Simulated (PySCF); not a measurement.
Gas-phase reaction: 2 SnH₄ + 5 C₂H₄ → 2 SnH₂ + 2 CH₃C(CH₃)₂CH₃

Computed with PySCF (xtb for GFN2) and rigid-rotor harmonic-oscillator thermochemistry at 1 bar. † marks an energy on the PBE0/def2-TZVP geometry and frequencies; other levels use their own. MP2 freezes the core. All species are closed-shell singlets. Sn: scalar-relativistic def2 core potential, no spin-orbit coupling. SnH₂: computed as isolated molecules; such fragments, hydroxides, amides, oligomers or adducts are transient or little studied in the gas. MP2 isn't extrapolated to the basis-set limit.

PBE/def2-SVP gives ΔH°(298 K) = -481 kJ.

Q: What do MP2/def2-SVP†, GFN2-xTB, MP2/def2-TZVPP† give?

A: MP2/def2-SVP†: -501 kJ; GFN2-xTB: -822 kJ; MP2/def2-TZVPP†: -476 kJ. For scale, ΔH°(298 K) is -481 kJ at this level, -439 kJ at ωB97M-V/def2-TZVP†, and runs from -822 to -307 kJ over the 16 levels computed († marks an energy on the PBE0/def2-TZVP geometry).
